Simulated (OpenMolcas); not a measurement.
S²⁺: Slater's ratio, the spin-orbit constant, worked from levels

| Item | Value |
| --- | --- |
| Program | OpenMolcas 26.06 |
| Basis | ANO-R1 [4s3p1d] |
| Scalar Hamiltonian | X2C, finite nucleus |
| Active space | 2 electrons in 3 orbitals (3p) |
| State averaging | 2S+1 = 3 even, 3 roots; 2S+1 = 1 even, 6 roots |
| Spin-orbit coupling | state interaction with AMFI integrals over the reference wave functions, term energies averaged over their components |

Methods: CASSCF; SS-CASPT2, IPEA 0.25 Eh, imaginary shift 0.1 Eh (closed shells correlated: 2s 2p 3s). Measured levels: NIST levels in Podobedova, Kelleher and Wiese, J. Phys. Chem. Ref. Data 38, 171 (2009).

**Slater's ratio.** With one set of orbitals, p2 has 1D - 3P = 6 F2 and 1S - 1D = 9 F2 (F2 = F²/25), a ratio of 3/2. Term energies are centres of gravity, weighted by 2J + 1.

```
   Source  1D - 3P  1S - 3P  F2 from the first  Ratio
   CASSCF    13674    34005               2279  1.487
SS-CASPT2    12188    28779               2031  1.361
 measured    10760    26599               1793  1.472
```

Energies in cm-1. A ratio away from 3/2 shows effects beyond one configuration with one set of orbitals, and in heavier atoms second-order spin-orbit shifts.

**The spin-orbit constant.** For the Hund term 3P of p2, E(J) = (A/2) J(J+1) + constant and ζ = 2S·A = 2A. From J = 0 to J = 2 the energy changes by 3 A.

| Source | E(2) - E(0) | A | ζ |
| --- | --- | --- | --- |
| CASSCF | 827.2 | 275.7 | 551 |
| SS-CASPT2 | 828.9 | 276.3 | 553 |
| measured | 833.1 | 277.7 | 555 |

All in cm-1. SS-CASPT2 is off by -0.5 % and CASSCF by -0.7 %. Both methods take the spin-orbit matrix elements from the reference wave functions, so the second can move ζ only through the term energies and any multistate remixing. Second-order mixing with other terms is absorbed into this ζ.

CASPT2 does not keep the components of a term degenerate, so their means are used; among the terms shown or strongly mixed into the levels shown the widest spread is 120 cm-1 (3s2 3p2 1D, SS-CASPT2). With the s shell closed, the reference lacks s² → p² mixing. Measured partners are found by configuration, term and J. A level has none where our copy of the source lacks it or the pairing is in doubt (some pairs that miss far off the trend of their configuration count as doubtful), and it then counts in no deviation. Only configurations of the active space appear.
